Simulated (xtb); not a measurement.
ClK (SMILES [Cl][K]), singlet, geometry from GFN2-xTB (such geometries of metal compounds can be far from the true shape), atoms displaced at random by about 0.02 Å a coordinate. Base run: GFN1-xTB (xtb 6.7.1).

The xtb input:
```
$ xtb mol.xyz --gfn 1 --opt --json

# file mol.xyz
2

K      0.00595926    -0.03441773    -1.19218961
Cl     0.03209355    -0.00629332     1.37321448
```

Each row names what was changed in the base input (with any setting that the change needs).

| change | ΔE vs base (kcal/mol) | optimiser steps |
|---|---|---|
| base | 0.000 | 5 |
| opt level = vtight | 0.000 | 6 |
| engine = inertial | 0.003 | - |
| opt level = sloppy | 0.005 | 1 |
| opt level = tight | 0.000 | 6 |
| opt level = loose | 0.005 | 1 |
| opt level = extreme | 0.000 | 6 |
| alpb = methanol | [?] | 5 |
| alpb = ether | [?] | 4 |
| opt level = lax | 0.005 | 1 |

### Question
Fill in the missing entries.

### Answer

- alpb = methanol, ΔE vs base (kcal/mol): -22.97
- alpb = ether, ΔE vs base (kcal/mol): -18.15
